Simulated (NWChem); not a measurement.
System: BF2 cation

```xyz
3

F      0.0000     0.0000    -1.2264
B      0.0000     0.0000     0.0000
F      0.0000     0.0000     1.2264
```
Atoms are numbered in this order, from 1.

Structure relaxed at the PBE0-D3(BJ)/def2-TZVP level.

 Unshifted, non-relativistic core excitations; the lowest 4 roots alone, so stronger bands may lie above.

Problem. List the first B K-edge excitations from B3LYP/def2-TZVP, restricted-window TDA (NWChem).

Solution. 
| state | energy (eV) | dipole oscillator strength | leading excitation (squared amplitude) |
|---|---|---|---|
| S1 | 186.9 | 0.0905 | 1s of atom 2 or its equivalents → LUMO+1 (0.99) |
| S2 | 186.9 | 0.0905 | 1s of atom 2 or its equivalents → LUMO+2 (0.99) |
| S3 | 187.3 | 0.0000 | 1s of atom 2 or its equivalents → LUMO (1.00) |
| S4 | 194.0 | 0.0011 | 1s of atom 2 or its equivalents → LUMO+3 (1.00) |
